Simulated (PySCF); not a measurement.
Si(H)2(Br)(OMe) (CH5BrOSi), SMILES CO[SiH2]Br. Geometry: PBE0-D3(BJ)/def2-SVP. Other conformers were not sampled.

Q: Give the equilibrium geometry at PBE0-D3(BJ)/def2-SVP (PySCF confirms it by a frequency run) as a Z-matrix. (An estimate is asked for; the answer gives what the named calculation found.)

A: Several could match; the one computed here: 
```
O
C 1 1.4043
H 2 1.0995 1 108.44
H 2 1.1037 3 108.43 1 121.14
H 2 1.1050 3 108.27 4 117.33
Si 1 1.6476 2 125.56 3 -177.81
H 6 1.4808 1 106.88 2 -178.32
H 6 1.4903 7 112.90 1 122.95
Br 6 2.2320 7 108.81 8 117.70
```
